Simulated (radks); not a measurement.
The numbers below are computed, except where a source is named.
The potassium ion K+, 18 electrons, occupied as [Ar]. Level of theory: Dirac Kohn-Sham, PBE, spin-unpolarised, spherical densities, point nucleus (a radial shooting solver on a logarithmic mesh with Libxc functionals). Some entries of the table are withheld. Estimate them.

orbital,occ.,eigenvalue (hartree),<1/r> (bohr^-1),<r> (bohr)
1s1/2,2,-129.6506,18.72,0.08105
2s1/2,2,-13.21178,3.806,0.3875
2p1/2,2,(1),(2),0.3489
2p3/2,4,(3),(4),0.3513
3s1/2,2,-1.52321,1.100,1.267
3p1/2,2,-0.92098,0.9637,1.421
3p3/2,4,-0.91111,0.9568,1.429

Answer. 
(1) 2p1/2 eigenvalue (hartree): -10.58940
(2) 2p1/2 <1/r> (bohr^-1): 3.726
(3) 2p3/2 eigenvalue (hartree): -10.48311
(4) 2p3/2 <1/r> (bohr^-1): 3.691
